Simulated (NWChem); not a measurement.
System: diiodomethane (CH2I2); SMILES ICI

Here is an NWChem input.

```
start job
memory heap 200 mb stack 900 mb global 1100 mb
geometry units angstroms noautoz
  I      1.813414     0.000000     0.076257
  C      0.000000     0.000000    -1.056251
  I     -1.813414     0.000000     0.076257
  H      0.000000     0.902932    -1.674573
  H      0.000000    -0.902932    -1.674573
end
basis spherical
  * library def2-tzvp
end
ecp
  I library def2-ecp
end
dft
  xc xpbe96 cpbe96
  iterations 150
  mulliken
end
task dft energy
```

Excerpt of the output:

```
             Northwest Computational Chemistry Package (NWChem) 7.3.0
             --------------------------------------------------------

 C2V symmetry detected

                             Geometry "geometry" -> ""
                             -------------------------

 Output coordinates in angstroms (scale by  1.889725989 to convert to a.u.)

  No.       Tag          Charge          X              Y              Z
 ---- ---------------- ---------- -------------- -------------- --------------
    1 I                   53.0000     1.81341400     0.00000000     0.09032200
    2 C                    6.0000     0.00000000     0.00000000    -1.04218600
    3 I                   53.0000    -1.81341400     0.00000000     0.09032200
    4 H                    1.0000     0.00000000     0.90293200    -1.66050800
    5 H                    1.0000     0.00000000    -0.90293200    -1.66050800

 Effective nuclear repulsion energy (a.u.)     615.2621377391

      Symmetry information
      --------------------

 Group name             C2v
 Group number             16
 Group order               4
 No. of unique centers     3

 Summary of "ao basis" -> "ao basis" (spherical)
 ------------------------------------------------------------------------------
       Tag                 Description            Shells   Functions and Types
 ---------------- ------------------------------  ------  ---------------------
 I                         def2-tzvp                16       50   6s5p3d2f
 C                         def2-tzvp                11       31   5s3p2d1f
 H                         def2-tzvp                 4        6   3s1p

      Symmetry analysis of basis
      --------------------------

        a1         52
        a2         21
        b1         41
        b2         29

            General Information
            -------------------
          SCF calculation type: DFT
          Wavefunction type:  closed shell.
          No. of atoms     :     5
          No. of electrons :    58
           Alpha electrons :    29
            Beta electrons :    29
          Charge           :     0
          Spin multiplicity:     1
          Use of symmetry is: on ; symmetry adaption is: on
          Maximum number of iterations: 150
          AO basis - number of functions:   143
                     number of shells:    51
          Convergence on energy requested:  1.00D-06
          Convergence on density requested:  1.00D-05
          Convergence on gradient requested:  5.00D-04

              XC Information
              --------------
          PerdewBurkeErnzerhof Exchange Functional  1.000
            Perdew 1991 LDA Correlation Functional  1.000 local
           PerdewBurkeErnz. Correlation Functional  1.000 non-local

             Grid Information
             ----------------
          Grid used for XC integration:  medium
          Radial quadrature: Mura-Knowles
          Angular quadrature: Lebedev.
          Tag              B.-S. Rad. Rad. Pts. Rad. Cut. Ang. Pts.
          ---              ---------- --------- --------- ---------
          I                   1.40      123          12.0       590
          C                   0.70       49           9.0       434
          H                   0.35       45          10.0       434
          Grid pruning is: on
          Number of quadrature shells:   217
          Spatial weights used:  Erf1

      Superposition of Atomic Density Guess
      -------------------------------------

 Sum of atomic energies:        -732.99460976

      Non-variational initial energy
      ------------------------------

 Total energy =    -632.688489
 1-e energy   =   -1468.022377
 2-e energy   =     644.029996
 HOMO         =      -0.315013
 LUMO         =      -0.054063

      Symmetry analysis of molecular orbitals - initial
      -------------------------------------------------

  Numbering of irreducible representations:

     1 a1          2 a2          3 b1          4 b2

  Orbital symmetries:

     1 a1          2 a1          3 b1          4 a1          5 b1
     6 a1          7 b2          8 b1          9 a2         10 a1
    11 b1         12 a1         13 b2         14 a2         15 b1
    16 a1         17 b2         18 a2         19 b1         20 a1
    21 b1         22 a1         23 b2         24 a1         25 b1
    26 a2         27 a1         28 b1         29 b2         30 a1
    31 b1         32 a1         33 b2         34 a1         35 b1
    36 b2         37 a1         38 b1         39 a2

     ---------------------------------------------
      Total Density - Mulliken Population Analysis
     ---------------------------------------------

    Atom       Charge   Shell Charges
 -----------   ------   -------------------------------------------------------
    1 I   25    25.17   0.19 -0.77  1.58  1.01  1.10  0.83 -0.49  6.45  1.36  2.83  1.04  9.23  0.76  0.05  0.01  0.00
    2 C    6     6.00   0.86  1.12  0.51  0.71  0.08  0.95  1.30  0.39  0.01  0.07  0.00
    3 I   25    25.17   0.19 -0.77  1.58  1.01  1.10  0.83 -0.49  6.45  1.36  2.83  1.04  9.23  0.76  0.05  0.01  0.00
    4 H    1     0.83   0.24  0.44  0.13  0.02
    5 H    1     0.83   0.24  0.44  0.13  0.02

   convergence    iter        energy       DeltaE   RMS-Dens  Diis-err
 ---------------- ----- ----------------- --------- --------- ---------
 d= 0,ls=0.0,diis     1   -634.5822373679 -8.26D+02  1.06D-02  6.92D-01
 d= 0,ls=0.0,diis     2   -634.2747913765  3.07D-01  7.00D-03  3.25D+00
 d= 0,ls=0.0,diis     3   -634.6512109643 -3.76D-01  1.06D-03  4.80D-02
 d= 0,ls=0.0,diis     4   -634.6554451180 -4.23D-03  3.07D-04  4.70D-03
 d= 0,ls=0.0,diis     5   -634.6558091588 -3.64D-04  9.22D-05  2.81D-04
  Resetting Diis
 d= 0,ls=0.0,diis     6   -634.6558372284 -2.81D-05  3.06D-05  3.06D-05
 d= 0,ls=0.0,diis     7   -634.6558400432 -2.81D-06  7.38D-06  3.34D-07
 d= 0,ls=0.0,diis     8   -634.6558399537  8.95D-08  4.34D-06  1.29D-06

         Total DFT energy =     -634.655839953699
      One electron energy =    -1469.643199026885
           Coulomb energy =      694.182504731290
    Exchange-Corr. energy =      -50.499038628408
 Nuclear repulsion energy =      191.303892970304

 Numeric. integr. density =       57.999985973081

                  Occupations of the irreducible representations
                  ----------------------------------------------

                     irrep           alpha         beta
                     --------     --------     --------
                     a1               11.0         11.0
                     a2                4.0          4.0
                     b1                9.0          9.0
                     b2                5.0          5.0

                       DFT Final Molecular Orbital Analysis
                       ------------------------------------

 Vector   27  Occ=2.000000D+00  E=-2.425581D-01  Symmetry=a2
              MO Center= -1.7D-13,  1.9D-15,  6.1D-02, r^2= 5.3D+00
   Bfn.  Coefficient  Atom+Function         Bfn.  Coefficient  Atom+Function
  ----- ------------  ---------------      ----- ------------  ---------------
    17      0.390165  1 I  py                98     -0.390165  3 I  py
    11     -0.331179  1 I  py                92      0.331179  3 I  py
    14      0.268823  1 I  py                95     -0.268823  3 I  py
    20      0.203329  1 I  py               101     -0.203329  3 I  py
     8     -0.042088  1 I  py                89      0.042088  3 I  py

 Vector   28  Occ=2.000000D+00  E=-2.362919D-01  Symmetry=b2
              MO Center=  1.5D-13, -6.5D-15,  1.3D-02, r^2= 5.2D+00
   Bfn.  Coefficient  Atom+Function         Bfn.  Coefficient  Atom+Function
  ----- ------------  ---------------      ----- ------------  ---------------
    17      0.373436  1 I  py                98      0.373436  3 I  py
    11     -0.316885  1 I  py                92     -0.316885  3 I  py
    14      0.257727  1 I  py                95      0.257727  3 I  py
    20      0.200158  1 I  py               101      0.200158  3 I  py
    57     -0.099106  2 C  py               134     -0.094053  4 H  s

 Vector   29  Occ=2.000000D+00  E=-2.309101D-01  Symmetry=b1
              MO Center= -3.6D-15, -4.5D-15,  2.6D-02, r^2= 5.6D+00
   Bfn.  Coefficient  Atom+Function         Bfn.  Coefficient  Atom+Function
  ----- ------------  ---------------      ----- ------------  ---------------
    18     -0.282825  1 I  pz                99      0.282825  3 I  pz
    16      0.281236  1 I  px                97      0.281236  3 I  px
    10     -0.240631  1 I  px                91     -0.240631  3 I  px
    12      0.239364  1 I  pz                93     -0.239364  3 I  pz
    13      0.198793  1 I  px                94      0.198793  3 I  px

 Vector   30  Occ=0.000000D+00  E=-1.026123D-01  Symmetry=a1
              MO Center= -8.6D-14,  5.8D-15, -1.6D-01, r^2= 5.6D+00
   Bfn.  Coefficient  Atom+Function         Bfn.  Coefficient  Atom+Function
  ----- ------------  ---------------      ----- ------------  ---------------
    55      0.641427  2 C  s                 54      0.381651  2 C  s
    19      0.350180  1 I  px               100     -0.350180  3 I  px
    16      0.298435  1 I  px                97     -0.298435  3 I  px
     6     -0.278378  1 I  s                 87     -0.278378  3 I  s
    64      0.261815  2 C  pz                61      0.232449  2 C  pz

[...]
```

Level: PBE/def2-TZVP with def2 effective core potentials on I. Coordinates come from a PBE0/def2-SVP optimisation. Not confirmed as a minimum by frequencies. def2 effective core potentials on I; no spin-orbit coupling.
